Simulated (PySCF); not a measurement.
TeSe: one state, many levels of theory

State: ³Σ⁻ (triplet), unpaired electrons π ↑↑. Set-up: Te cc-pVDZ-PP with ECP28, Se cc-pVDZ-PP with ECP10; scalar-relativistic core potentials (PySCF 2.14). De refers to Te + Se in their high-spin ground configurations, without counterpoise correction. The functionals are run spin-unrestricted. A positive dipole means Te(−)Se(+). Levels whose curve was spin-contaminated or gave no clean fit are not listed.

```json
{"Level": "UHF", "Re (Å)": "2.337", "ωe (cm⁻¹)": "358", "De (eV)": "0.96", "μ (D)": "-1.30"}
{"Level": "UHF-CCSD", "Re (Å)": "2.385", "ωe (cm⁻¹)": "320", "De (eV)": "2.40", "μ (D)": "n/a"}
{"Level": "UHF-CCSD(T)", "Re (Å)": "2.399", "ωe (cm⁻¹)": "307", "De (eV)": "2.60", "μ (D)": "n/a"}
{"Level": "PBE", "Re (Å)": "2.404", "ωe (cm⁻¹)": "304", "De (eV)": "3.67", "μ (D)": "-0.91"}
{"Level": "PBEsol", "Re (Å)": "2.387", "ωe (cm⁻¹)": "312", "De (eV)": "3.96", "μ (D)": "-0.89"}
{"Level": "r²SCAN", "Re (Å)": "2.379", "ωe (cm⁻¹)": "318", "De (eV)": "3.40", "μ (D)": "-1.00"}
{"Level": "TPSSh", "Re (Å)": "2.382", "ωe (cm⁻¹)": "316", "De (eV)": "3.38", "μ (D)": "-0.95"}
{"Level": "PBE0", "Re (Å)": "2.367", "ωe (cm⁻¹)": "327", "De (eV)": "3.25", "μ (D)": "-0.99"}
{"Level": "MN15", "Re (Å)": "2.373", "ωe (cm⁻¹)": "324", "De (eV)": "2.95", "μ (D)": "-1.04"}
{"Level": "ωB97X", "Re (Å)": "2.349", "ωe (cm⁻¹)": "346", "De (eV)": "3.15", "μ (D)": "-1.01"}
```

Which functional lies closest to UHF-CCSD(T) in De, which farthest, and by how much do they differ from it?

Closest is MN15 (-2.6 pm in Re, +5.5 % in ωe, +0.35 eV in De against UHF-CCSD(T) in the same basis), farthest PBEsol (-1.2 pm in Re, +1.6 % in ωe, +1.36 eV in De). CCSD(T) converges more slowly with the basis than the functionals do and binds too weakly in this one, so the order can change at the basis-set limit.

What does a quarter of exact exchange do here, going from PBE to PBE0?

PBE0 less PBE: -3.7 pm in Re, +7.6 % in ωe, -0.42 eV in De. Exact exchange removes part of the self-interaction that spreads semilocal densities, and in most molecules shortens and stiffens the bond and lowers De; so it does here.

What does the triples do here, going from UHF-CCSD to UHF-CCSD(T)?

UHF-CCSD(T) less UHF-CCSD: +1.4 pm in Re, -4.1 % in ωe, +0.20 eV in De. Correlation nearly always deepens the well. The bond lengthens, as in strong covalent bonds, where excitations into antibonding orbitals dominate.

Correlated steps freeze 8 core orbitals. Correlated levels converge slowly with the basis: in double zeta they bind strong bonds too weakly, by up to about 1 eV, and carry superposition errors of some tenths. These are scalar-relativistic numbers at best; spin–orbit coupling would shift them, the dissociation energy most. The state is the lowest determinant that a PBE0 search found; another state may lie lower at other levels.
